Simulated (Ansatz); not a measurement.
Input file for Ansatz (a first-principles code): U-BLYP/def2-TZVPP on F (SMILES [F]).

Ansatz 0.2 input:
```yaml
crystal:
  periodic: [false, false, false]
  atoms:
    - {symbol: F, position_ang: [0.00000000, 0.00000000, 0.00000000]}
basis:
  gaussian:
    orbitals: def2-TZVPP
hamiltonian:
  xc: {name: BLYP}
magnetization: {spin_polarized: true, initial_magnetization: 1}
```

The log:

```
WARN ansatz: RAYON_NUM_THREADS=1 ignored (pool sized by the plan → 1); use --threads N
Functional definition: BLYP
integrals: 0.00 GiB planned
156 factors; their error is unknown
mean field: 0.06 GiB planned
mean field evaluation 1: about -2714.4922 eV, gradient 8.2e0 eV
mean field evaluation 2: about -2714.5113 eV, gradient 7.0e0 eV
mean field evaluation 4: about -2714.6322 eV, gradient 2.6e-2 eV
mean field evaluation 8: about -2714.6312 eV, gradient 6.6e-4 eV
mean field evaluation 16: about -2714.6312 eV, gradient 9.7e-3 eV
mean field -2714.63123067 eV, -99.7608576840 hartree, gradient 3.4e-5 eV, S^2 0.751250; 1 other end points of the search recorded, 0 dependent functions left out
reference -2714.63132598 eV, -99.7608611867 hartree; 5, 4 occupied and 26, 27 virtual orbitals, 156 factors
Total energy: -2714.63132598 eV, -99.7608611867 hartree
```

The run converged.

Cost: around 0.4 core-seconds (rough).
